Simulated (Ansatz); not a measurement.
The same path of H$_{2}$OSZn (5 atoms, charge 0, multiplicity 1) was run twice with different band settings.

All numbers below come from RKS PBE/def2-TZVP (Ansatz).

Relaxed end points:

```xyz
5
Properties=species:S:1:pos:R:3
O -1.330 -1.344 -0.193
Zn -0.243 0.076 -0.125
S 1.032 1.812 -0.204
H -1.569 -1.677 0.688
H 2.159 1.059 -0.207
```

```xyz
5
Properties=species:S:1:pos:R:3
O -1.163 -0.858 1.220
Zn -0.219 0.148 0.081
S 0.915 1.483 -1.175
H -1.550 -1.643 0.799
H 2.066 0.798 -0.967
```

Common settings: movable images 5; climbing image yes; optimiser quadratic models (default); start path IDPP; force threshold 0.03 eV/Å; iteration limit 60; end points relaxed.

| run | spring |
| --- | --- |
| 1 | 5.0 eV/Å² |
| 2 | 20.0 eV/Å² |

**Question.** What does each run give, and how far can it be trusted?

**Answer.** Run 1: converged after 7 iterations, highest image 0.027 eV above the first end. A vibrational analysis at the climbing image gives one clearly imaginary mode, 165i cm⁻¹: a first-order saddle point.
Run 2: converged after 6 iterations, highest image 0.027 eV above the first end. Another band between the same ends (5 images) ends at a top of the same energy, where a vibrational analysis finds 1 clearly imaginary mode.
